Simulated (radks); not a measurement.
Spherical jellium clusters: N electrons in a uniform positive sphere of charge N and radius rs N^(1/3), rs = 5.37 bohr. Calculated with a radial shooting solver with Libxc functionals: non-relativistic Kohn-Sham, PBEsol, spin-polarised, spherical densities. Levels are named by radial order and angular momentum (1s, 1p, 1d, 2s, ...), and open shells are averaged over m. Each electron was tried in the lowest free levels, single moves between levels near the top were tried too, and the lowest total energy was kept; such a search can miss a lower state. The series stops at N = 9: beyond it a trial failed or the search could not be trusted, so later rows were left out. Energies include the self-energy of the background; IP and EA are vertical (highest electron removed, lowest free level filled), at fixed background; spill-out counts the electrons outside the background radius R, and alpha is the static dipole polarisability from linear response (closed shells only). A dash means not computed or, for alpha, an open shell; in EA it means that no bound solution was reached, which is typical of self-interaction and does not show that the anion is unstable. Real open-shell clusters deform, which this model forbids.

| N | open shells | 2S | E(N+1) + E(N-1) - 2E(N) (eV) | EA (eV) | spill-out (e) |
|---|---|---|---|---|---|
| 1 | 1s(up 1, down 0) | 1 | - | - | 0.27 |
| 2 | none | 0 | 0.581 | - | 0.42 |
| 3 | 1p(up 1, down 0) | 1 | -0.463 | - | 0.65 |
| 4 | 1p(up 2, down 0) | 2 | -0.281 | - | 0.78 |
| 5 | 1p(up 3, down 0) | 3 | 0.340 | - | 0.87 |
| 6 | 1p(up 3, down 1) | 2 | -0.291 | - | 0.99 |
| 7 | 1p(up 3, down 2) | 1 | -0.182 | 1.303 | 1.08 |
| 8 | none | 0 | 0.691 | - | 1.16 |
| 9 | 1d(up 1, down 0) | 1 | - | - | 1.29 |

All shells are closed at N = 2, 8 (there: 1s2 1p6); the second difference of the energy has clear peaks (12 % above both neighbours; the first and last values, which can be the largest, are not judged, and half-filled shells can peak too) at N = 5.
